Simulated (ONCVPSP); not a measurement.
## An odd input for ONCVPSP 4.0.1 (sulfur (S))

Command:

```bash
oncvpspr.x < S.dat > S.out
```

Input:

```
# ATOM AND REFERENCE CONFIGURATION
# atsym  z   nc   nv     iexc    psfile
  S 16.00    3    2        4      cpi
#
#   n    l    f
    1    0    2.00
    2    0    2.00
    2    1    6.00
    3    0    2.00
    3    1    3.50
#
# PSEUDOPOTENTIAL AND OPTIMIZATION
# lmax
    2
#
#   l,   rc,      ep,       ncon, nbas, qcut
    0    1.30    0.00    3    7    4.80
    1    1.65    0.00    3    8    5.60
    2    1.30    0.24    3    6    6.90
#
# LOCAL POTENTIAL
# lloc, lpopt,  rc(5),   dvloc0
    4    5    0.90    3.00
#
# VANDERBILT-KLEINMAN-BYLANDER PROJECTORs
# l, nproj, debl
    0    2    2.50
    1    2    2.80
    2    1    1.60
#
# MODEL CORE CHARGE
# icmod, fcfact, rcfact
    3    3.25    1.60
#
# LOG DERIVATIVE ANALYSIS
# epsh1, epsh2, depsh
   -2.00    5.00    0.02
#
# OUTPUT GRID
# rlmax, drl
    6.00    0.01
#
# TEST CONFIGURATIONS
# ncnf
    4
# nvcnf
#   n    l    f
    2
    3    0    2.00
    3    1    4.00
#
    2
    3    0    2.00
    3    1    3.00
#
    2
    3    0    2.00
    3    1    2.00
#
    2
    3    0    1.00
    3    1    4.00
#
```

This is an input that runs to its end, with one change: psfile typed as cpi.

Q: How does the run end?

A: The program refuses the input: "test_data: psfile must == psp8 or upf or both".

```
ONCVPSP  (Optimized Norm-Conservinng Vanderbilt PSeudopotential)
relativistic version 4.0.1

test_data: psfile must == psp8 or upf or both
ERROR: test_data found   1 ERROR; stopping
```
